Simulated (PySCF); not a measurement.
Polarisability and C₆ of Te (tellurium, neutral)

[Kr] 4d10 5s2 5p4, high-spin 3P determinant. Calculation: PySCF 2.14, in aug-cc-pwCVTZ-PP with ECP28MDF (8s7p6d4f1g, 96 functions); a scalar-relativistic core potential. Coupled (time-dependent) response in atomic units; α is the mean over directions.

```tsv
method	mean α (bohr³)	α xx, yy, zz	C₆ (like pair)	S(−4)
UHF	37.95	35.78, 42.31, 35.78	418.0	324.9
PBE	41.05	38.19, 46.76, 38.19	455.8	422.3
PBE0	39.35	36.82, 44.43, 36.82	434.2	369.4
wB97X-V	38.53	36.29, 43.03, 36.29	423.4	345.6
```

S(−4) is the Cauchy moment in α(ω) = α(0) + S(−4) ω² + …

Reference α: 38 ± 4 bohr³ (recommended; Schwerdtfeger and Nagle, table of static dipole polarizabilities (2023 update)). Published C₆: 445.0 (Chu and Dalgarno (2004); Tang, Norbeck and Certain (1976)).

Spin-orbit coupling is absent.

α(iu) at wB97X-V:

| u (hartree) | α(iu) (bohr³) |
| --- | --- |
| 0 | 38.53 |
| 0.0500 | 37.69 |
| 0.100 | 35.44 |
| 0.200 | 29.01 |
| 0.300 | 22.78 |
| 0.500 | 14.21 |
| 0.750 | 8.736 |
| 1.00 | 5.966 |
| 1.50 | 3.429 |
| 2.00 | 2.314 |
| 3.00 | 1.318 |
| 5.00 | 0.6135 |

The components differ because the open shell of this determinant is not spherical; for a pure term their mean is the scalar polarisability.

Energies and moments cover only the electrons outside the core potential.
